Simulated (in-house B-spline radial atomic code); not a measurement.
## RPA and G0W0 on LDA VWN5: neutral cadmium

Configuration [Kr] 4d10 5s2, mean-field start LDA VWN5. Computed with an all-electron radial atomic-structure program (B-spline basis): all electrons, non-relativistic, point nucleus, each spin shell either full or empty, empty states to l = 9 with an (l + 1/2)⁻⁴ tail; G0W0 by contour deformation at full frequency.

Without relativity these are model numbers: it shifts the levels of so heavy an element strongly and can reorder them.

Command:
```bash
python run_gw.py task.json out
```
Settings (radii: box in bohr, nucleus in fm):
```
Z                        48
electrons                48
configuration            [Kr] 4d10 5s2
hamiltonian              nr
method                   lda,vwn
lmax                     9
spin_polarised           False
box_radius               40
intervals                57
ion_configuration        [Kr] 4d10 5s1
```

Time taken, with all properties: 11 s on 1 thread of Arm Neoverse N1, with other jobs on the host.

Energies (hartree):

```csv
term,value
mean-field total,-5462.39098
Hartree-Fock functional on these orbitals,-5465.07180
direct second order,-4.3547
second-order exchange,1.1977
SOSEX correction,1.0842
```

(1) What is the RPA correlation energy, and what remains with SOSEX?

Quasi-particle levels (eV):

| level | occupied | mean field | Σx - vxc | Σc | QP weight | G0W0 |
| --- | --- | --- | --- | --- | --- | --- |
| 5s | yes | -5.557 | -1.59 | ? | ? | ? |
| 5p | no | -1.432 | 3.12 | -1.11 | 0.896 | 0.575 |

G0W0 = mean field + (Σx - vxc) + Σc, with Σc (partial-wave tail included) taken at the quasi-particle energy. Only the outer levels were computed. Levels of low weight are left out. An empty level above zero is unbound and depends on the box.

(2) Where does G0W0 put 5s?

(3) What does it cost to remove one electron (to [Kr] 4d10 5s1) by differences of total energies, each species on its own start (correlation terms add to the Hartree-Fock functional)?

Answers

(1) RPA gives -3.7014 hartree (-2.1 eV per electron); RPA + SOSEX gives -2.6172, and the second-order doubles -3.157 hartree (no singles). SOSEX takes back 29 % of the RPA value.

(2) At -8.571 eV, with Σc = -1.43 eV and a quasi-particle weight of 0.835. The tabulated removal energy is 8.994 eV (NIST, measured); the calculation leaves out relativity, Breit and QED terms, and what these don't explain is the method's own error.

(3) LDA VWN5 8.855 eV, Hartree-Fock functional 6.768 eV, + RPA 8.833 eV, + RPA + SOSEX 8.341 eV, + second order 9.969 eV. Tabulated: 8.994 eV (NIST, measured); the calculation leaves out relativity, Breit and QED terms, and what these don't explain is the method's own error.
